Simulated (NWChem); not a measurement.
Species: CF₂, singlet; SMILES F[C]F

Program: NWChem. Low-valent species are run as closed-shell singlets; no triplet was tried in these runs. Structure relaxed at the PBE0/def2-SVP level. LC-ωPBE (HJS hole) with def2-SVP; x = 1 − exp(−ω/0.25 bohr⁻¹) is a scale chosen for this fit.

```csv
row,x,−ε(HOMO) (eV)
ω = 0.05,0.181,7.43
ω = 0.10,0.330,8.18
ω = 0.20,0.551,withheld
ω = 0.25,0.632,10.09
ω = 0.35,0.753,11.04
```

Problem. Fit a straight line of the last column on the one before it, predict the withheld value, and compare with the run.

Solution. 
1. Means of the 4 shown rows: x = 0.4740, y = 9.185. Slope Σ(x − x̄)(y − ȳ)/Σ(x − x̄)² = 1.319/0.2094 = 6.301; intercept 6.198.
2. The shown rows scatter about the line by 0.094 (root mean square); the largest residual is +0.10, at ω = 0.35.
3. At x = 0.551 (ω = 0.20; inside the shown range) the line gives 9.67.
4. The run gives 9.52, -0.15 from the line, 1.6 times the scatter.
